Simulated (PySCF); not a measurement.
Input of a run (PBE0-D3(BJ)/def2-SVP geometry optimisation, gas phase (PySCF 2.14.0)), started from GFN2-xTB:
```
{"job": {"xc": "PBE0", "basis": "def2-SVP", "d3": "d3bj", "grid": 1, "shake": 0.01, "kind": "geom"}, "charge": 0, "multiplicity": 1}
C      3.512180    -0.033260    -0.094950
C      2.281210    -0.010120    -0.103310
C      0.907700    -0.002710    -0.119270
C     -0.251890     0.009740    -0.122420
B     -1.828350    -0.001280    -0.149010
O     -2.534400    -1.137330    -0.270160
O     -2.531190     1.146350    -0.029070
H      4.555620    -0.005200    -0.101940
H     -2.020440    -1.939170    -0.328630
H     -2.040000     1.952050     0.073540
```

Output (energies in Eh, forces in Eh/bohr):
```
step   0  E = -328.88950027  max force = 0.165277
step   1  E = -328.89977333  max force = 0.021041
step   2  E = -328.90041025  max force = 0.004266
step   3  E = -328.90066566  max force = 0.005230
step   4  E = -328.90071006  max force = 0.003181
step   5  E = -328.90073387  max force = 0.000364
step   6  E = -328.90074022  max force = 0.000919
step   7  E = -328.90074543  max force = 0.000865
step   8  E = -328.90074976  max force = 0.000385
optimisation converged
```

Question: Summarise the run.

Answer: The energy falls by 0.306 eV over 9 energy and gradient evaluations, the largest force component goes from 0.1653 to 3.8e-04 Eh/bohr, and the atoms move by 0.035 Å rms after alignment. The bond that changes most is C3≡C4 (both ends alkyne carbon), which lengthens by 0.065 Å. Bonds longer at the end by more than 0.005 Å: 5 of 9; shorter: 2. Among the angles that change most is B5–O7–H10, from 117.5° to 112.7°. The energy never rose by more than 1e-6 Eh on the way. The first step brought 91 % of the lowering.

Question: What are the final bond lengths?

Answer: C1≡C2 1.217 Å, C2–C3 1.370 Å, C3≡C4 1.225 Å, C4–B5 1.549 Å, B5–O6 1.355 Å, B5–O7 1.354 Å, C1–H8 1.075 Å, O6–H9 0.961 Å, O7–H10 0.961 Å. Numbering counts from 1 in the input's order; the species is `C#CC#CB(O)O`.

The run used 113 basis functions and 66 SCF cycles in all. Hardware: one thread, Arm Neoverse N1 (aarch64), no GPU, shared host with 64 logical CPUs at a one-minute load of 62. Cost: 64 s of wall time, 0.45 GiB resident at most.

No frequency check. One conformer, not necessarily the lowest.

Shape of the structure used: `[CH:1]#[C:2][C:3]#[C:4][B:5]([OH:6])[OH:7]`: H–O6–B5–C4 1°, H–O7–B5–C4 1°.
